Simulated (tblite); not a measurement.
Species: C₃H₅O₅S (charge -1).
Atom-mapped SMILES: `[CH3:1][C:2](=[O:3])[O:4][CH2:5][S:6](=[O:7])(=[O:8])[O-:9]` (hydrogens: H10, H11, H12 on C1; H13, H14 on C5)
Bond orders are those of one Lewis drawing.

Computed with GFN2-xTB (tblite), gas phase: Langevin dynamics at 300 K from the optimised GFN2-xTB geometry, time step 0.5 fs, friction 0.01 fs⁻¹, 2000 steps. The instantaneous temperature is 2·E(kin)/(3Nk) with all 3N coordinates.

```json
{"t (fs)": "0", "T (K)": "232", "E(pot) above start (eV)": "0.000", "C1–C2 (Å)": "1.514", "C2=O3 (Å)": "1.208", "C2–O4 (Å)": "1.363", "O4–C5 (Å)": "1.395", "C5–S6 (Å)": "1.856", "C1–H10 (Å)": "1.086", "C1–C2–O4–C5 (°)": "-155"}
{"t (fs)": "25", "T (K)": "175", "E(pot) above start (eV)": "0.258", "C1–C2 (Å)": "1.515", "C2=O3 (Å)": "1.217", "C2–O4 (Å)": "1.379", "O4–C5 (Å)": "1.390", "C5–S6 (Å)": "1.850", "C1–H10 (Å)": "1.079", "C1–C2–O4–C5 (°)": "-149"}
{"t (fs)": "50", "T (K)": "175", "E(pot) above start (eV)": "0.382", "C1–C2 (Å)": "1.479", "C2=O3 (Å)": "1.199", "C2–O4 (Å)": "1.329", "O4–C5 (Å)": "1.378", "C5–S6 (Å)": "1.823", "C1–H10 (Å)": "1.086", "C1–C2–O4–C5 (°)": "-152"}
{"t (fs)": "75", "T (K)": "196", "E(pot) above start (eV)": "0.325", "C1–C2 (Å)": "1.587", "C2=O3 (Å)": "1.220", "C2–O4 (Å)": "1.328", "O4–C5 (Å)": "1.413", "C5–S6 (Å)": "1.920", "C1–H10 (Å)": "1.108", "C1–C2–O4–C5 (°)": "-158"}
{"t (fs)": "100", "T (K)": "195", "E(pot) above start (eV)": "0.335", "C1–C2 (Å)": "1.464", "C2=O3 (Å)": "1.191", "C2–O4 (Å)": "1.365", "O4–C5 (Å)": "1.412", "C5–S6 (Å)": "1.828", "C1–H10 (Å)": "1.087", "C1–C2–O4–C5 (°)": "-149"}
{"t (fs)": "125", "T (K)": "190", "E(pot) above start (eV)": "0.363", "C1–C2 (Å)": "1.503", "C2=O3 (Å)": "1.179", "C2–O4 (Å)": "1.415", "O4–C5 (Å)": "1.423", "C5–S6 (Å)": "1.887", "C1–H10 (Å)": "1.100", "C1–C2–O4–C5 (°)": "-154"}
{"t (fs)": "150", "T (K)": "307", "E(pot) above start (eV)": "0.347", "C1–C2 (Å)": "1.555", "C2=O3 (Å)": "1.237", "C2–O4 (Å)": "1.385", "O4–C5 (Å)": "1.415", "C5–S6 (Å)": "1.836", "C1–H10 (Å)": "1.102", "C1–C2–O4–C5 (°)": "-158"}
{"t (fs)": "175", "T (K)": "332", "E(pot) above start (eV)": "0.210", "C1–C2 (Å)": "1.518", "C2=O3 (Å)": "1.226", "C2–O4 (Å)": "1.353", "O4–C5 (Å)": "1.418", "C5–S6 (Å)": "1.872", "C1–H10 (Å)": "1.114", "C1–C2–O4–C5 (°)": "-150"}
{"t (fs)": "200", "T (K)": "277", "E(pot) above start (eV)": "0.380", "C1–C2 (Å)": "1.502", "C2=O3 (Å)": "1.183", "C2–O4 (Å)": "1.343", "O4–C5 (Å)": "1.358", "C5–S6 (Å)": "1.871", "C1–H10 (Å)": "1.118", "C1–C2–O4–C5 (°)": "-145"}
{"t (fs)": "225", "T (K)": "259", "E(pot) above start (eV)": "0.497", "C1–C2 (Å)": "1.547", "C2=O3 (Å)": "1.192", "C2–O4 (Å)": "1.357", "O4–C5 (Å)": "1.336", "C5–S6 (Å)": "1.888", "C1–H10 (Å)": "1.023", "C1–C2–O4–C5 (°)": "-146"}
{"t (fs)": "250", "T (K)": "344", "E(pot) above start (eV)": "0.326", "C1–C2 (Å)": "1.525", "C2=O3 (Å)": "1.234", "C2–O4 (Å)": "1.326", "O4–C5 (Å)": "1.449", "C5–S6 (Å)": "1.848", "C1–H10 (Å)": "1.087", "C1–C2–O4–C5 (°)": "-152"}
{"t (fs)": "275", "T (K)": "292", "E(pot) above start (eV)": "0.359", "C1–C2 (Å)": "1.493", "C2=O3 (Å)": "1.210", "C2–O4 (Å)": "1.356", "O4–C5 (Å)": "1.463", "C5–S6 (Å)": "1.828", "C1–H10 (Å)": "1.143", "C1–C2–O4–C5 (°)": "-152"}
{"t (fs)": "300", "T (K)": "198", "E(pot) above start (eV)": "0.493", "C1–C2 (Å)": "1.540", "C2=O3 (Å)": "1.188", "C2–O4 (Å)": "1.364", "O4–C5 (Å)": "1.433", "C5–S6 (Å)": "1.857", "C1–H10 (Å)": "1.077", "C1–C2–O4–C5 (°)": "-154"}
{"t (fs)": "325", "T (K)": "217", "E(pot) above start (eV)": "0.353", "C1–C2 (Å)": "1.483", "C2=O3 (Å)": "1.211", "C2–O4 (Å)": "1.325", "O4–C5 (Å)": "1.406", "C5–S6 (Å)": "1.818", "C1–H10 (Å)": "1.065", "C1–C2–O4–C5 (°)": "-148"}
{"t (fs)": "350", "T (K)": "294", "E(pot) above start (eV)": "0.316", "C1–C2 (Å)": "1.532", "C2=O3 (Å)": "1.222", "C2–O4 (Å)": "1.358", "O4–C5 (Å)": "1.406", "C5–S6 (Å)": "1.865", "C1–H10 (Å)": "1.132", "C1–C2–O4–C5 (°)": "-148"}
{"t (fs)": "375", "T (K)": "313", "E(pot) above start (eV)": "0.365", "C1–C2 (Å)": "1.506", "C2=O3 (Å)": "1.226", "C2–O4 (Å)": "1.350", "O4–C5 (Å)": "1.366", "C5–S6 (Å)": "1.897", "C1–H10 (Å)": "1.093", "C1–C2–O4–C5 (°)": "-156"}
{"t (fs)": "400", "T (K)": "245", "E(pot) above start (eV)": "0.436", "C1–C2 (Å)": "1.511", "C2=O3 (Å)": "1.188", "C2–O4 (Å)": "1.397", "O4–C5 (Å)": "1.381", "C5–S6 (Å)": "1.850", "C1–H10 (Å)": "1.086", "C1–C2–O4–C5 (°)": "-152"}
{"t (fs)": "425", "T (K)": "340", "E(pot) above start (eV)": "0.356", "C1–C2 (Å)": "1.474", "C2=O3 (Å)": "1.221", "C2–O4 (Å)": "1.435", "O4–C5 (Å)": "1.401", "C5–S6 (Å)": "1.865", "C1–H10 (Å)": "1.076", "C1–C2–O4–C5 (°)": "-140"}
{"t (fs)": "450", "T (K)": "315", "E(pot) above start (eV)": "0.409", "C1–C2 (Å)": "1.504", "C2=O3 (Å)": "1.219", "C2–O4 (Å)": "1.360", "O4–C5 (Å)": "1.394", "C5–S6 (Å)": "1.895", "C1–H10 (Å)": "1.128", "C1–C2–O4–C5 (°)": "-138"}
{"t (fs)": "475", "T (K)": "194", "E(pot) above start (eV)": "0.527", "C1–C2 (Å)": "1.573", "C2=O3 (Å)": "1.201", "C2–O4 (Å)": "1.373", "O4–C5 (Å)": "1.410", "C5–S6 (Å)": "1.803", "C1–H10 (Å)": "1.157", "C1–C2–O4–C5 (°)": "-147"}
{"t (fs)": "500", "T (K)": "283", "E(pot) above start (eV)": "0.429", "C1–C2 (Å)": "1.497", "C2=O3 (Å)": "1.199", "C2–O4 (Å)": "1.368", "O4–C5 (Å)": "1.449", "C5–S6 (Å)": "1.863", "C1–H10 (Å)": "1.093", "C1–C2–O4–C5 (°)": "-159"}
{"t (fs)": "525", "T (K)": "218", "E(pot) above start (eV)": "0.460", "C1–C2 (Å)": "1.559", "C2=O3 (Å)": "1.237", "C2–O4 (Å)": "1.421", "O4–C5 (Å)": "1.338", "C5–S6 (Å)": "1.829", "C1–H10 (Å)": "1.029", "C1–C2–O4–C5 (°)": "-160"}
{"t (fs)": "550", "T (K)": "294", "E(pot) above start (eV)": "0.374", "C1–C2 (Å)": "1.605", "C2=O3 (Å)": "1.216", "C2–O4 (Å)": "1.359", "O4–C5 (Å)": "1.349", "C5–S6 (Å)": "1.858", "C1–H10 (Å)": "1.073", "C1–C2–O4–C5 (°)": "-156"}
{"t (fs)": "575", "T (K)": "336", "E(pot) above start (eV)": "0.582", "C1–C2 (Å)": "1.536", "C2=O3 (Å)": "1.201", "C2–O4 (Å)": "1.467", "O4–C5 (Å)": "1.411", "C5–S6 (Å)": "1.846", "C1–H10 (Å)": "1.153", "C1–C2–O4–C5 (°)": "-146"}
{"t (fs)": "600", "T (K)": "336", "E(pot) above start (eV)": "0.610", "C1–C2 (Å)": "1.488", "C2=O3 (Å)": "1.229", "C2–O4 (Å)": "1.460", "O4–C5 (Å)": "1.451", "C5–S6 (Å)": "1.842", "C1–H10 (Å)": "1.131", "C1–C2–O4–C5 (°)": "-146"}
{"t (fs)": "625", "T (K)": "322", "E(pot) above start (eV)": "0.622", "C1–C2 (Å)": "1.486", "C2=O3 (Å)": "1.237", "C2–O4 (Å)": "1.439", "O4–C5 (Å)": "1.405", "C5–S6 (Å)": "1.883", "C1–H10 (Å)": "1.067", "C1–C2–O4–C5 (°)": "-161"}
{"t (fs)": "650", "T (K)": "376", "E(pot) above start (eV)": "0.482", "C1–C2 (Å)": "1.605", "C2=O3 (Å)": "1.215", "C2–O4 (Å)": "1.479", "O4–C5 (Å)": "1.357", "C5–S6 (Å)": "1.885", "C1–H10 (Å)": "1.074", "C1–C2–O4–C5 (°)": "-162"}
{"t (fs)": "675", "T (K)": "351", "E(pot) above start (eV)": "0.372", "C1–C2 (Å)": "1.493", "C2=O3 (Å)": "1.215", "C2–O4 (Å)": "1.400", "O4–C5 (Å)": "1.357", "C5–S6 (Å)": "1.822", "C1–H10 (Å)": "1.103", "C1–C2–O4–C5 (°)": "-163"}
{"t (fs)": "700", "T (K)": "252", "E(pot) above start (eV)": "0.540", "C1–C2 (Å)": "1.531", "C2=O3 (Å)": "1.255", "C2–O4 (Å)": "1.408", "O4–C5 (Å)": "1.470", "C5–S6 (Å)": "1.877", "C1–H10 (Å)": "1.115", "C1–C2–O4–C5 (°)": "-165"}
{"t (fs)": "725", "T (K)": "326", "E(pot) above start (eV)": "0.321", "C1–C2 (Å)": "1.508", "C2=O3 (Å)": "1.245", "C2–O4 (Å)": "1.390", "O4–C5 (Å)": "1.423", "C5–S6 (Å)": "1.819", "C1–H10 (Å)": "1.064", "C1–C2–O4–C5 (°)": "-159"}
{"t (fs)": "750", "T (K)": "305", "E(pot) above start (eV)": "0.310", "C1–C2 (Å)": "1.502", "C2=O3 (Å)": "1.204", "C2–O4 (Å)": "1.360", "O4–C5 (Å)": "1.397", "C5–S6 (Å)": "1.885", "C1–H10 (Å)": "1.035", "C1–C2–O4–C5 (°)": "-151"}
{"t (fs)": "775", "T (K)": "290", "E(pot) above start (eV)": "0.314", "C1–C2 (Å)": "1.576", "C2=O3 (Å)": "1.208", "C2–O4 (Å)": "1.386", "O4–C5 (Å)": "1.400", "C5–S6 (Å)": "1.860", "C1–H10 (Å)": "1.112", "C1–C2–O4–C5 (°)": "-154"}
{"t (fs)": "800", "T (K)": "387", "E(pot) above start (eV)": "0.418", "C1–C2 (Å)": "1.493", "C2=O3 (Å)": "1.200", "C2–O4 (Å)": "1.368", "O4–C5 (Å)": "1.350", "C5–S6 (Å)": "1.824", "C1–H10 (Å)": "1.100", "C1–C2–O4–C5 (°)": "-164"}
{"t (fs)": "825", "T (K)": "318", "E(pot) above start (eV)": "0.584", "C1–C2 (Å)": "1.554", "C2=O3 (Å)": "1.220", "C2–O4 (Å)": "1.394", "O4–C5 (Å)": "1.390", "C5–S6 (Å)": "1.876", "C1–H10 (Å)": "1.092", "C1–C2–O4–C5 (°)": "-165"}
{"t (fs)": "850", "T (K)": "201", "E(pot) above start (eV)": "0.684", "C1–C2 (Å)": "1.554", "C2=O3 (Å)": "1.210", "C2–O4 (Å)": "1.396", "O4–C5 (Å)": "1.404", "C5–S6 (Å)": "1.863", "C1–H10 (Å)": "1.040", "C1–C2–O4–C5 (°)": "-155"}
{"t (fs)": "875", "T (K)": "329", "E(pot) above start (eV)": "0.372", "C1–C2 (Å)": "1.547", "C2=O3 (Å)": "1.187", "C2–O4 (Å)": "1.373", "O4–C5 (Å)": "1.402", "C5–S6 (Å)": "1.850", "C1–H10 (Å)": "1.107", "C1–C2–O4–C5 (°)": "-151"}
{"t (fs)": "900", "T (K)": "166", "E(pot) above start (eV)": "0.502", "C1–C2 (Å)": "1.474", "C2=O3 (Å)": "1.194", "C2–O4 (Å)": "1.345", "O4–C5 (Å)": "1.399", "C5–S6 (Å)": "1.823", "C1–H10 (Å)": "1.164", "C1–C2–O4–C5 (°)": "-153"}
{"t (fs)": "925", "T (K)": "398", "E(pot) above start (eV)": "0.266", "C1–C2 (Å)": "1.577", "C2=O3 (Å)": "1.218", "C2–O4 (Å)": "1.358", "O4–C5 (Å)": "1.403", "C5–S6 (Å)": "1.859", "C1–H10 (Å)": "1.104", "C1–C2–O4–C5 (°)": "-156"}
{"t (fs)": "950", "T (K)": "268", "E(pot) above start (eV)": "0.444", "C1–C2 (Å)": "1.539", "C2=O3 (Å)": "1.197", "C2–O4 (Å)": "1.362", "O4–C5 (Å)": "1.359", "C5–S6 (Å)": "1.883", "C1–H10 (Å)": "1.026", "C1–C2–O4–C5 (°)": "-161"}
{"t (fs)": "975", "T (K)": "298", "E(pot) above start (eV)": "0.432", "C1–C2 (Å)": "1.489", "C2=O3 (Å)": "1.190", "C2–O4 (Å)": "1.409", "O4–C5 (Å)": "1.336", "C5–S6 (Å)": "1.845", "C1–H10 (Å)": "1.097", "C1–C2–O4–C5 (°)": "-161"}
{"t (fs)": "1000", "T (K)": "265", "E(pot) above start (eV)": "0.522", "C1–C2 (Å)": "1.504", "C2=O3 (Å)": "1.234", "C2–O4 (Å)": "1.442", "O4–C5 (Å)": "1.370", "C5–S6 (Å)": "1.861", "C1–H10 (Å)": "1.213", "C1–C2–O4–C5 (°)": "-157"}
```

Q: From 500 fs on, how do temperature and potential energy compare with equipartition?

A: The mean temperature of these 21 frames is 301 K against the target 300 K, and the mean potential energy 0.46 eV against 36 × kT/2 = 0.47 eV for 36 classical harmonic modes. For 14 atoms in a canonical ensemble the temperature itself scatters by T·√(2/(3N)) = 65 K; here its standard deviation is 58 K. The whole run lasts only 10 friction times of 100 fs, so these averages carry a wide statistical error.

Q: What are the kinetic and total energies of the listed frame with the highest potential energy?

A: The one at 850 fs, 0.684 eV above the start. Its kinetic energy is 3NkT/2 = 0.363 eV at 201 K, so the sum is 1.05 eV; over the listed frames the sum runs from 0.42 to 1.22 eV, since the thermostat adds and removes energy.

Q: How much do the listed bonds fluctuate from 500 fs on?

A: 
```json
{"bond": "C1–C2", "at the start (Å)": "1.514", "mean (Å)": "1.529", "standard deviation (Å)": "0.039"}
{"bond": "C2=O3", "at the start (Å)": "1.208", "mean (Å)": "1.215", "standard deviation (Å)": "0.018"}
{"bond": "C2–O4", "at the start (Å)": "1.363", "mean (Å)": "1.399", "standard deviation (Å)": "0.038"}
{"bond": "O4–C5", "at the start (Å)": "1.395", "mean (Å)": "1.391", "standard deviation (Å)": "0.037"}
{"bond": "C5–S6", "at the start (Å)": "1.856", "mean (Å)": "1.855", "standard deviation (Å)": "0.022"}
{"bond": "C1–H10", "at the start (Å)": "1.086", "mean (Å)": "1.095", "standard deviation (Å)": "0.045"}
```

The motion is classical and holds no zero-point motion.

What follows is the cost of the whole dynamics run. Hardware: one thread, Intel Xeon Platinum 8375C at 2.90 GHz (x86_64), shared host. Cost: 14 s, 0.18 GiB resident at most.
